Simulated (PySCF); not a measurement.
Species: [PdCl6]2- (charge -2 and singlet state).
Bonds: Pd1–Cl2, Pd1–Cl3, Pd1–Cl4, Pd1–Cl5, Pd1–Cl6, Pd1–Cl7.

Method: PBE0-D3(BJ)/def2-SVP geometry optimisation, gas phase, def2 core potentials past Kr in PySCF.

**Question.** How far are the bound atoms from Pd1?

**Answer.** 6 atoms: Cl3 2.349 Å, Cl5 2.349 Å, Cl4 2.349 Å, Cl6 2.349 Å, Cl2 2.350 Å, Cl7 2.350 Å.

**Question.** List the angles at Pd1.

**Answer.** 
```json
{"angle": "Cl2–Pd1–Cl3", "degrees": "179.9", "distance of the outer atoms (Å)": "4.70"}
{"angle": "Cl4–Pd1–Cl5", "degrees": "179.9", "distance of the outer atoms (Å)": "4.70"}
{"angle": "Cl6–Pd1–Cl7", "degrees": "179.9", "distance of the outer atoms (Å)": "4.70"}
{"angle": "Cl2–Pd1–Cl4", "degrees": "90.1", "distance of the outer atoms (Å)": "3.33"}
{"angle": "Cl3–Pd1–Cl6", "degrees": "90.1", "distance of the outer atoms (Å)": "3.32"}
{"angle": "Cl3–Pd1–Cl7", "degrees": "90.0", "distance of the outer atoms (Å)": "3.32"}
{"angle": "Cl5–Pd1–Cl7", "degrees": "90.0", "distance of the outer atoms (Å)": "3.32"}
{"angle": "Cl5–Pd1–Cl6", "degrees": "90.0", "distance of the outer atoms (Å)": "3.32"}
{"angle": "Cl2–Pd1–Cl5", "degrees": "90.0", "distance of the outer atoms (Å)": "3.32"}
{"angle": "Cl3–Pd1–Cl4", "degrees": "90.0", "distance of the outer atoms (Å)": "3.32"}
{"angle": "Cl2–Pd1–Cl7", "degrees": "90.0", "distance of the outer atoms (Å)": "3.32"}
{"angle": "Cl4–Pd1–Cl7", "degrees": "90.0", "distance of the outer atoms (Å)": "3.32"}
{"angle": "Cl4–Pd1–Cl6", "degrees": "89.9", "distance of the outer atoms (Å)": "3.32"}
{"angle": "Cl2–Pd1–Cl6", "degrees": "89.9", "distance of the outer atoms (Å)": "3.32"}
{"angle": "Cl3–Pd1–Cl5", "degrees": "89.9", "distance of the outer atoms (Å)": "3.32"}
```

**Question.** What is the shape at Pd1?

**Answer.** Octahedral: the three widest angles are 179.9°, 179.9° and 179.9°, the others run from 89.9° to 90.1°.

**Question.** What are the rotational constants (commonest isotopes, rigid rotor)?

**Answer.** A = 654.7, B = 654.5, C = 654.4 MHz: a spherical top.

Point group: Oh (tolerance 0.08 Å). Charge -2, singlet. Whether so highly charged an anion holds all its electrons in the gas phase wasn't checked; a finite basis holds them in any case. No counter-ion or solvent screens the charge of this multiply charged ion. The geometry's basis has no diffuse functions, a weakness for an anion. No PBE0-D3(BJ)/def2-SVP frequencies stand behind this structure, so it isn't proved a minimum.

Hardware: an Arm Neoverse V2 with one thread, no GPU, shared host. Cost: 78 s, 0.59 GiB resident at most. This is the geometry optimisation.
